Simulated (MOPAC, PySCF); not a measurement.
[Hf(Cl)4], neutral singlet in the gas phase. 

Z-matrix (Å, degrees):
```
Hf
Cl 1 2.3394
Cl 1 2.3394 2 109.50
Cl 1 2.3400 2 109.39 3 119.79
Cl 1 2.3400 2 109.46 4 120.31
```
Charge 0, spin multiplicity 1.

All levels are single points at this geometry (TPSS-D3(BJ)/def2-SVP); Pople sets use spherical d functions. Orbital energies aren't observables, and empty levels follow the basis.

```
level                                  HOMO (eV)  LUMO (eV)  gap (eV)  dipole (D)  vertical IE, Delta-SCF (eV)
-------------------------------------  ---------  ---------  --------  ----------  ---------------------------
TPSSh-D3(BJ)/def2-TZVP in PySCF            -8.99      -2.70      6.30        0.01                            –
B3LYP/6-31G* (LANL2DZ on Hf) in PySCF      -9.55      -2.98      6.57        0.01                        11.57
BP86/6-31G* (LANL2DZ on Hf) in PySCF       -8.58      -3.62      4.96        0.01                            –
PBE/6-31G* (LANL2DZ on Hf) in PySCF        -8.47      -3.50      4.97        0.01                            –
SVWN5/6-31G* (LANL2DZ on Hf) in PySCF      -8.60      -3.65      4.95        0.01                            –
PM6 in MOPAC                              -10.91      -2.71      8.20        0.01                            –
```
